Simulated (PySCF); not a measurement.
CH3Li, SMILES [CH3][Li]. Atoms are numbered in the order given.

```xyz
5

Li     0.0000     0.0000    -1.5784
C      0.0000     0.0000     0.3840
H      0.8773     0.5065     0.8104
H      0.0000    -1.0131     0.8104
H     -0.8773     0.5065     0.8104
```

Coordinates come from a PBE0-D3(BJ)/def2-TZVPD optimisation. The isomer is the one that the SMILES or the coordinates give; other isomers of the formula were not compared.

The numbers are results of HF/pcSseg-2 in PySCF, not measurements.

GIAO shieldings, no solvent; atoms alike by connectivity are averaged. δ = σ(ref) − σ: ¹³C against TMS (σ = 193.3 ppm); ¹H against TMS (σ = 31.98 ppm), references at their B3LYP-D3(BJ)/def2-TZVP geometries, non-relativistic.

Estimate the chemical shifts. (An estimate is asked for; the answer gives what the named calculation found.)


| nucleus | atoms | count | δ (ppm) |
|---|---|---|---|
| ¹³C | C2 | 1 | -21.4 |
| ¹H | H3, H4, H5 | 3 | -1.47 |
